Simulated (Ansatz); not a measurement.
Nudged elastic band run: C3H10AlClSi

The input (input.yaml):

```yaml
crystal:
  periodic: [false, false, false]
  atoms:
    - { symbol: C, position_ang: [-1.200454, -1.126225, -0.167595] }
    - { symbol: C, position_ang: [0.187415, -0.794249, 0.299979] }
    - { symbol: C, position_ang: [1.045977, -1.998135, 0.56384] }
    - { symbol: Cl, position_ang: [-0.038926, 0.126218, 2.089211] }
    - { symbol: Al, position_ang: [0.977208, 1.008203, 0.102733] }
    - { symbol: Si, position_ang: [-0.432126, 2.768017, -0.836803] }
    - { symbol: H, position_ang: [-1.106028, -1.531403, -1.175876] }
    - { symbol: H, position_ang: [-1.680939, -1.882277, 0.450915] }
    - { symbol: H, position_ang: [-1.842508, -0.254101, -0.221407] }
    - { symbol: H, position_ang: [1.258786, -2.451948, -0.404846] }
    - { symbol: H, position_ang: [1.994013, -1.739638, 1.022524] }
    - { symbol: H, position_ang: [0.545213, -2.744603, 1.178056] }
    - { symbol: H, position_ang: [2.536473, 1.104959, 0.321859] }
    - { symbol: H, position_ang: [-1.873572, 2.430768, -0.738195] }
    - { symbol: H, position_ang: [-0.246018, 4.074742, -0.162808] }
    - { symbol: H, position_ang: [-0.147413, 2.987072, -2.277388] }
basis:
  gaussian: { orbitals: "6-31G*" }
hamiltonian:
  xc: { name: BHLYP }
  dispersion: d4
neb:
  order_check: false
  images: 9
  f_tol: 0.03
  max_iterations: 27
  final_atoms:
    - { symbol: C, position_ang: [-1.14480612, -0.7982462, -0.70447546] }
    - { symbol: C, position_ang: [0.04690413, -0.0511138, -0.06654872] }
    - { symbol: C, position_ang: [0.99158568, -1.05610209, 0.62263067] }
    - { symbol: Cl, position_ang: [-1.54794241, 0.29343682, 2.74111231] }
    - { symbol: Al, position_ang: [1.02056441, 0.86627121, -1.52833517] }
    - { symbol: Si, position_ang: [-0.56472444, 1.20536987, 1.15121087] }
    - { symbol: H, position_ang: [-0.81275993, -1.52751313, -1.44491111] }
    - { symbol: H, position_ang: [-1.7022033, -1.35806946, 0.04669609] }
    - { symbol: H, position_ang: [-1.84386105, -0.12812941, -1.20044874] }
    - { symbol: H, position_ang: [1.39443161, -1.77647978, -0.08920984] }
    - { symbol: H, position_ang: [1.84025164, -0.57129565, 1.10026231] }
    - { symbol: H, position_ang: [0.46620104, -1.62859495, 1.38673427] }
    - { symbol: H, position_ang: [2.59147811, 0.7261504, -1.62122118] }
    - { symbol: H, position_ang: [-1.52122377, 2.14183023, 0.53400041] }
    - { symbol: H, position_ang: [0.20893104, 1.66994465, -2.62130541] }
    - { symbol: H, position_ang: [0.55427437, 1.96994128, 1.7380077] }
  initial_path:
    images:
      - { positions_ang: [[-1.200454, -1.126225, -0.167595], [0.187415, -0.794249, 0.299979], [1.045977, -1.998135, 0.56384], [-0.038926, 0.126218, 2.089211], [0.977208, 1.008203, 0.102733], [-0.432126, 2.768017, -0.836803], [-1.106028, -1.531403, -1.175876], [-1.680939, -1.882277, 0.450915], [-1.842508, -0.254101, -0.221407], [1.258786, -2.451948, -0.404846], [1.994013, -1.739638, 1.022524], [0.545213, -2.744603, 1.178056], [2.536473, 1.104959, 0.321859], [-1.873572, 2.430768, -0.738195], [-0.246018, 4.074742, -0.162808], [-0.147413, 2.987072, -2.277388]] }
      - { positions_ang: [[-1.18182345, -1.14306933, -0.19595076], [0.14176321, -0.76589258, 0.3568145], [1.03893356, -1.94201963, 0.60264603], [-0.1602304, 0.06114766, 2.10615495], [0.9360933, 1.00803974, 0.03713467], [-0.46639283, 2.79505135, -0.79317386], [-1.03171843, -1.5106775, -1.20466836], [-1.66202916, -1.91670574, 0.38435881], [-1.86307078, -0.27928147, -0.25685219], [1.30599581, -2.36059436, -0.36032213], [1.96288026, -1.66046346, 1.11017177], [0.56142454, -2.72007582, 1.19232436], [2.48411405, 1.10068485, 0.14204925], [-1.89986422, 2.46127185, -0.62812272], [0.04377647, 3.8120878, -0.21982294], [-0.23275092, 3.03789664, -2.22854239]] }
      - { positions_ang: [[-1.1631929, -1.15991367, -0.22430652], [0.09611142, -0.73753616, 0.41365001], [1.03189011, -1.88590427, 0.64145206], [-0.28153481, -0.00392269, 2.1230989], [0.8949786, 1.00787648, -0.02846366], [-0.50065967, 2.8220857, -0.74954472], [-0.95740887, -1.489952, -1.23346072], [-1.64311932, -1.95113447, 0.31780263], [-1.88363356, -0.30446193, -0.29229738], [1.35320563, -2.26924072, -0.31579826], [1.93174751, -1.58128891, 1.19781953], [0.57763608, -2.69554864, 1.20659272], [2.4317551, 1.0964107, -0.0377605], [-1.92615643, 2.49177569, -0.51805043], [0.33357094, 3.54943361, -0.27683787], [-0.31808884, 3.08872127, -2.17969678]] }
      - { positions_ang: [[-1.14456235, -1.176758, -0.25266229], [0.05045963, -0.70917975, 0.47048551], [1.02484667, -1.8297889, 0.68025809], [-0.40283921, -0.06899303, 2.14004284], [0.8538639, 1.00771322, -0.09406199], [-0.5349265, 2.84912006, -0.70591557], [-0.8830993, -1.4692265, -1.26225307], [-1.62420948, -1.98556321, 0.25124644], [-1.90419634, -0.3296424, -0.32774258], [1.40041544, -2.17788708, -0.27127439], [1.90061477, -1.50211437, 1.2854673], [0.59384762, -2.67102146, 1.22086109], [2.37939614, 1.09213655, -0.21757026], [-1.95244865, 2.52227954, -0.40797815], [0.62336542, 3.28677941, -0.33385281], [-0.40342676, 3.13954591, -2.13085117]] }
      - { positions_ang: [[-1.1259318, -1.19360233, -0.28101805], [0.00480784, -0.68082333, 0.52732101], [1.01780323, -1.77367353, 0.71906412], [-0.52414362, -0.13406338, 2.15698679], [0.8127492, 1.00754996, -0.15966032], [-0.56919334, 2.87615441, -0.66228643], [-0.80878973, -1.448501, -1.29104543], [-1.60529964, -2.01999195, 0.18469026], [-1.92475912, -0.35482287, -0.36318777], [1.44762526, -2.08653343, -0.22675052], [1.86948202, -1.42293982, 1.37311507], [0.61005917, -2.64649428, 1.23512945], [2.32703719, 1.0878624, -0.39738001], [-1.97874086, 2.55278339, -0.29790586], [0.91315989, 3.02412521, -0.39086774], [-0.48876469, 3.19037055, -2.08200557]] }
      - { positions_ang: [[-1.10730125, -1.21044666, -0.30937381], [-0.04084395, -0.65246691, 0.58415652], [1.01075978, -1.71755816, 0.75787015], [-0.64544802, -0.19913372, 2.17393074], [0.77163449, 1.0073867, -0.22525865], [-0.60346017, 2.90318876, -0.61865729], [-0.73448017, -1.4277755, -1.31983779], [-1.58638979, -2.05442069, 0.11813407], [-1.9453219, -0.38000333, -0.39863296], [1.49483507, -1.99517979, -0.18222665], [1.83834928, -1.34376528, 1.46076283], [0.62627071, -2.6219671, 1.24939781], [2.27467824, 1.08358825, -0.57718976], [-2.00503308, 2.58328724, -0.18783358], [1.20295436, 2.76147102, -0.44788268], [-0.57410261, 3.24119519, -2.03315996]] }
      - { positions_ang: [[-1.11480222, -1.12800657, -0.38839414], [-0.02329433, -0.53219629, 0.45401547], [1.00692496, -1.58526695, 0.73082225], [-0.8259469, -0.10061961, 2.28736705], [0.82142048, 0.9791636, -0.48587395], [-0.59571302, 2.56362498, -0.26468366], [-0.75013612, -1.44772302, -1.34485245], [-1.60955249, -1.91515044, 0.10384648], [-1.92502973, -0.32962855, -0.55899612], [1.47475438, -1.95143979, -0.16362329], [1.83872975, -1.18927135, 1.38866273], [0.59425677, -2.42329267, 1.2768651], [2.33803821, 1.01210068, -0.78599604], [-1.90827122, 2.49499584, -0.04346678], [1.0041497, 2.54316574, -0.88256723], [-0.34842721, 2.98694441, -1.27892643]] }
      - { positions_ang: [[-1.12230319, -1.04556648, -0.46741447], [-0.00574472, -0.41192567, 0.32387442], [1.00309014, -1.45297574, 0.70377436], [-1.00644578, -0.0021055, 2.40080337], [0.87120646, 0.9509405, -0.74648926], [-0.58796588, 2.2240612, 0.08928998], [-0.76579207, -1.46767055, -1.36986712], [-1.6327152, -1.77588019, 0.08955888], [-1.90473756, -0.27925376, -0.71935927], [1.45467369, -1.90769979, -0.14501993], [1.83911022, -1.03477743, 1.31656262], [0.56224284, -2.22461824, 1.30433239], [2.40139819, 0.94061311, -0.99480233], [-1.81150936, 2.40670443, 0.10090002], [0.80534503, 2.32486047, -1.31725177], [-0.12275182, 2.73269363, -0.52469289]] }
      - { positions_ang: [[-1.12980417, -0.96312639, -0.5464348], [0.0118049, -0.29165504, 0.19373338], [0.99925532, -1.32068452, 0.67672646], [-1.18694466, 0.09640861, 2.51423968], [0.92099244, 0.9227174, -1.00710456], [-0.58021873, 1.88449742, 0.44326361], [-0.78144802, -1.48761808, -1.39488178], [-1.6558779, -1.63660995, 0.07527128], [-1.88444539, -0.22887898, -0.87972243], [1.43459299, -1.86395978, -0.12641656], [1.83949069, -0.8802835, 1.24446252], [0.53022891, -2.02594381, 1.33179969], [2.46475816, 0.86912554, -1.20360861], [-1.71474749, 2.31841303, 0.24526682], [0.60654037, 2.1065552, -1.75193632], [0.10292358, 2.47844284, 0.22954064]] }
      - { positions_ang: [[-1.13730514, -0.88068629, -0.62545513], [0.02935451, -0.17138442, 0.06359233], [0.9954205, -1.18839331, 0.64967857], [-1.36744353, 0.19492271, 2.62767599], [0.97077842, 0.89449431, -1.26771986], [-0.57247159, 1.54493365, 0.79723724], [-0.79710398, -1.50756561, -1.41989645], [-1.6790406, -1.4973397, 0.06098368], [-1.86415322, -0.17850419, -1.04008559], [1.4145123, -1.82021978, -0.1078132], [1.83987117, -0.72578958, 1.17236242], [0.49821497, -1.82726938, 1.35926698], [2.52811814, 0.79763797, -1.4124149], [-1.61798563, 2.23012163, 0.38963361], [0.4077357, 1.88824992, -2.18662086], [0.32859898, 2.22419206, 0.98377417]] }
      - { positions_ang: [[-1.14480612, -0.7982462, -0.70447546], [0.04690413, -0.0511138, -0.06654872], [0.99158568, -1.05610209, 0.62263067], [-1.54794241, 0.29343682, 2.74111231], [1.02056441, 0.86627121, -1.52833517], [-0.56472444, 1.20536987, 1.15121087], [-0.81275993, -1.52751313, -1.44491111], [-1.7022033, -1.35806946, 0.04669609], [-1.84386105, -0.12812941, -1.20044874], [1.39443161, -1.77647978, -0.08920984], [1.84025164, -0.57129565, 1.10026231], [0.46620104, -1.62859495, 1.38673427], [2.59147811, 0.7261504, -1.62122118], [-1.52122377, 2.14183023, 0.53400041], [0.20893104, 1.66994465, -2.62130541], [0.55427437, 1.96994128, 1.7380077]] }
```

Launched with:

```bash
$ ansatz run input.yaml --threads 2 --pin off --max-ram 3072MiB --backend cpu --events-out ev --progress --plain --runs-dir out
```

Output, in part (warnings, iteration lines):

```
NEB end point (image 0): max|allowed force component| = 1.854e-2 eV/Å (the criterion of neb.relax_end_points is 1.000e-2)
WARN: NEB end point (image 10): max|allowed force component| = 4.226e-2 eV/Å (the criterion of neb.relax_end_points is 1.000e-2). That is over neb.f_tol: it is no minimum, so the barrier can be far off. Relax it first
NEB iter   1: max|band force component| = 3.061e1 eV/Å  barrier→ = 17.2621 eV  barrier← = 18.2824 eV  Δτ_max = 0.2000 Å  (344 SCF iters)
NEB iter   2: max|band force component| = 1.255e1 eV/Å  barrier→ = 9.6681 eV  barrier← = 10.6884 eV  Δτ_max = 0.2000 Å  (292 SCF iters)
NEB iter   3: max|band force component| = 7.788e0 eV/Å  barrier→ = 6.5203 eV  barrier← = 7.5405 eV  Δτ_max = 0.2000 Å  (284 SCF iters)
NEB iter   4: max|band force component| = 4.633e0 eV/Å  barrier→ = 5.0028 eV  barrier← = 6.0230 eV  Δτ_max = 0.1996 Å  (273 SCF iters)
NEB iter   5: max|band force component| = 3.243e0 eV/Å  barrier→ = 4.3915 eV  barrier← = 5.4117 eV  Δτ_max = 0.1958 Å  (270 SCF iters)
NEB iter   6: max|band force component| = 1.840e0 eV/Å  barrier→ = 3.7234 eV  barrier← = 4.7436 eV  Δτ_max = 0.2000 Å  (272 SCF iters)
NEB iter   7: max|band force component| = 3.649e0 eV/Å  barrier→ = 3.8658 eV  barrier← = 4.8860 eV  Δτ_max = 0.1003 Å  (276 SCF iters)
NEB iter   8: max|band force component| = 1.867e0 eV/Å  barrier→ = 4.0474 eV  barrier← = 5.0677 eV  Δτ_max = 0.1978 Å  (267 SCF iters)
NEB iter   9: max|band force component| = 1.255e0 eV/Å  barrier→ = 3.8602 eV  barrier← = 4.8804 eV  Δτ_max = 0.1917 Å  (266 SCF iters)
NEB iter  10: max|band force component| = 2.017e0 eV/Å  barrier→ = 3.5518 eV  barrier← = 4.5720 eV  Δτ_max = 0.0999 Å  (269 SCF iters)
NEB iter  11: max|band force component| = 2.459e0 eV/Å  barrier→ = 3.1588 eV  barrier← = 4.1790 eV  Δτ_max = 0.1016 Å  (267 SCF iters)
NEB iter  12: max|band force component| = 2.059e0 eV/Å  barrier→ = 2.6756 eV  barrier← = 3.6958 eV  Δτ_max = 0.2000 Å  (260 SCF iters)
NEB iter  13: max|band force component| = 3.344e0 eV/Å  barrier→ = 3.1337 eV  barrier← = 4.1539 eV  Δτ_max = 0.1013 Å  (274 SCF iters)
NEB iter  14: max|band force component| = 1.147e0 eV/Å  barrier→ = 2.3615 eV  barrier← = 3.3817 eV  Δτ_max = 0.2000 Å  (266 SCF iters)
NEB iter  15: max|band force component| = 1.060e0 eV/Å  barrier→ = 2.6911 eV  barrier← = 3.7114 eV  Δτ_max = 0.2000 Å  (273 SCF iters)
NEB iter  16: max|band force component| = 8.712e-1 eV/Å  barrier→ = 2.6541 eV  barrier← = 3.6743 eV  Δτ_max = 0.1983 Å  (271 SCF iters)
NEB iter  17: max|band force component| = 9.622e-1 eV/Å  barrier→ = 2.4695 eV  barrier← = 3.4897 eV  Δτ_max = 0.1938 Å  (269 SCF iters)
NEB iter  18: max|band force component| = 8.130e-1 eV/Å  barrier→ = 2.3544 eV  barrier← = 3.3746 eV  Δτ_max = 0.2000 Å  (270 SCF iters)
NEB iter  19: max|band force component| = 5.308e-1 eV/Å  barrier→ = 2.1526 eV  barrier← = 3.1728 eV  Δτ_max = 0.2000 Å  (268 SCF iters)
NEB iter  20: max|band force component| = 5.351e-1 eV/Å  barrier→ = 2.0487 eV  barrier← = 3.0689 eV  CI = image 4  Δτ_max = 0.2000 Å  (266 SCF iters)
NEB iter  21: max|band force component| = 4.026e-1 eV/Å  barrier→ = 2.0594 eV  barrier← = 3.0796 eV  CI = image 4  Δτ_max = 0.1993 Å  (270 SCF iters)
NEB iter  22: max|band force component| = 5.747e-1 eV/Å  barrier→ = 2.1095 eV  barrier← = 3.1297 eV  CI = image 4  Δτ_max = 0.1997 Å  (274 SCF iters)
NEB iter  23: max|band force component| = 7.802e-1 eV/Å  barrier→ = 2.0048 eV  barrier← = 3.0250 eV  CI = image 4  Δτ_max = 0.1001 Å  (267 SCF iters)
NEB iter  24: max|band force component| = 2.039e0 eV/Å  barrier→ = 1.9638 eV  barrier← = 2.9840 eV  CI = image 7  Δτ_max = 0.2000 Å  (266 SCF iters)
NEB iter  25: max|band force component| = 1.580e0 eV/Å  barrier→ = 1.9115 eV  barrier← = 2.9317 eV  CI = image 7  Δτ_max = 0.2000 Å  (270 SCF iters)
NEB iter  26: max|band force component| = 1.538e0 eV/Å  barrier→ = 1.9002 eV  barrier← = 2.9205 eV  CI = image 7  Δτ_max = 0.2000 Å  (264 SCF iters)
NEB iter  27: max|band force component| = 1.346e0 eV/Å  barrier→ = 1.9782 eV  barrier← = 2.9984 eV  CI = image 3  Δτ_max = 0.2000 Å  (268 SCF iters)
Error: NEB band did not converge after 27 iterations: max|band force component| = 1.35e0 eV/Å (threshold 3.0e-2); raise `neb.max_iterations` in a new run, which can start from the last band evaluated (`neb.initial_path`, with `crystal.atoms` and `neb.final_atoms` set to its first and last images), …
```

The run ended unconverged. The band didn't meet its force threshold, so its energies are provisional: the largest band force was still 1.35 eV/Å, and over the last iterations the top moved between 1.90 and 1.98 eV. Neighbouring images lie up to 1.8 Å apart, so the band is torn or far too coarse. The orbitals stay closed-shell, which can raise the energy where a bond breaks towards radicals; this wasn't checked here.

Final band (atoms are numbered from 1 in the order of the input):

| image | path coordinate (Å) | energy (eV) | C2–Cl4 (Å) | Cl4–Al5 (Å) | Si6–H15 (Å) |
| --- | --- | --- | --- | --- | --- |
| 0 | 0.00 | 0.00 | 2.02 | 2.40 | 1.48 |
| 1 | 1.31 | 0.14 | 1.96 | 2.54 | 1.48 |
| 2 | 2.62 | 1.08 | 1.86 | 2.99 | 1.50 |
| 3 | 3.94 | 1.98 | 1.85 | 2.98 | 1.62 |
| 4 | 5.25 | 1.69 | 1.88 | 2.76 | 1.55 |
| 5 | 7.05 | 0.07 | 1.91 | 2.56 | 1.49 |
| 6 | 8.87 | 0.40 | 1.86 | 2.88 | 1.51 |
| 7 | 10.69 | 1.90 | 1.89 | 3.13 | 2.73 |
| 8 | 12.48 | 0.89 | 3.03 | 3.59 | 3.38 |
| 9 | 14.27 | 0.02 | 3.23 | 4.59 | 3.52 |
| 10 | 16.06 | -1.02 | 3.25 | 5.02 | 3.88 |

Run time: 19 min on 2 threads of Arm Neoverse V2 (shared host), peak memory 0.34 GiB.
